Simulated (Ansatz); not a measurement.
`[F][Hf]([F])([F])[SeH]` and `[OH][Hf]([F])([F])[F]` differ in one atom or group.

Ansatz, PBE0-D4/def2-TZVP geometries, multiplicity 1. Each molecule was computed in one conformer, which needn't be the lowest.

Elements past krypton have def2 core potentials. Scalar relativity is left out up to krypton.

```tsv
property	`[F][Hf]([F])([F])[SeH]`
HOMO energy (PBE0/def2-TZVPP) / eV	-7.72
LUMO energy (PBE0/def2-TZVPP) / eV	-1.50
LUMO energy (B3LYP/def2-TZVPP) / eV	-1.74
ideal-gas entropy at 298 K and 1 bar (rigid rotor, harmonic PBE0-D4/def2-TZVP) / J/(mol·K)	398
HOMO–LUMO gap (B3LYP/def2-TZVPP) / eV	5.74
zero-point energy (PBE0-D4/def2-TZVP) / kJ/mol	35.0
```

Problem. Give the same properties after the change, and the shifts. (Best estimate.)

Solution. Computed: 
| property | `[OH][Hf]([F])([F])[F]` | shift |
| --- | --- | --- |
| HOMO energy (PBE0/def2-TZVPP) / eV | -10.24 | -2.52 |
| LUMO energy (PBE0/def2-TZVPP) / eV | -0.60 | 0.90 |
| LUMO energy (B3LYP/def2-TZVPP) / eV | -0.96 | 0.78 |
| ideal-gas entropy at 298 K and 1 bar (rigid rotor, harmonic PBE0-D4/def2-TZVP) / J/(mol·K) | 356 | -42 |
| HOMO–LUMO gap (B3LYP/def2-TZVPP) / eV | 9.00 | 3.26 |
| zero-point energy (PBE0-D4/def2-TZVP) / kJ/mol | 47.7 | 12.7 |

With PBE0 the HOMO falls by 2.52 eV and the LUMO rises by 0.90 eV, so the gap widens by about 3.42 eV. PBE moves the HOMO by -1.91 eV and ωB97M-V by -2.91 eV. Modes under 60 cm⁻¹, often nearly free rotors, make the harmonic entropy too high.

B3LYP here is the variant with VWN-RPA as its local correlation; programs differ in this.

Spin–orbit coupling is left out; it splits and shifts lone-pair levels of the heavy atoms by tenths of an eV.
